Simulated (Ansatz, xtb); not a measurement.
BH4N2Si+: where a starting geometry ends

The starting geometry of this gas-phase singlet was built from a drawn formula by distance geometry and a force field; its bonds are those of `B1[NH2+]N=[SiH]1`.

```xyz
8

B    -1.4179   -1.5203    0.0613
N    -1.1328   -0.4548    1.0574
N    -0.0744   -0.8516    1.8143
Si    0.0884   -2.2475    0.9544
H    -2.1207   -1.7706   -0.8249
H    -1.9647   -0.2800    1.6638
H    -0.9136    0.4778    0.5510
H     0.9151   -3.4427    0.9733
```

Predict what it relaxes into with r2SCAN-D4/def2-SVP.

It keeps its bonds, and is `B1[NH2+]N=[SiH]1`.

The energy falls by 1.23 eV over 14 steps:

```
step  E − E(last) (eV)
   1             1.235
   2             0.531
   4             0.333
   5             0.331
   7             0.264
   8             0.212
  10             0.020
  11             0.014
  13             0.000
  14             0.000
```

Final geometry (Å):

```xyz
8

B    -1.3167   -1.4732   -0.0006
N    -1.1913   -0.2942    0.9447
N    -0.6020   -1.3503    1.7940
Si    0.3142   -2.2557    0.6434
H    -2.3697   -1.9009   -0.3677
H    -2.0678    0.0481    1.3671
H    -0.5670    0.5021    0.7710
H     1.1797   -3.3656    1.0988
```

From the same start GFN2-xTB reaches the same bonding as this run.

No frequencies were run, so the end isn't proven a minimum. Run with Ansatz 0.2.0, 7.8 s on 2 threads of AMD EPYC 9R45 96-Core Processor (Zen 5), with other jobs on the host.
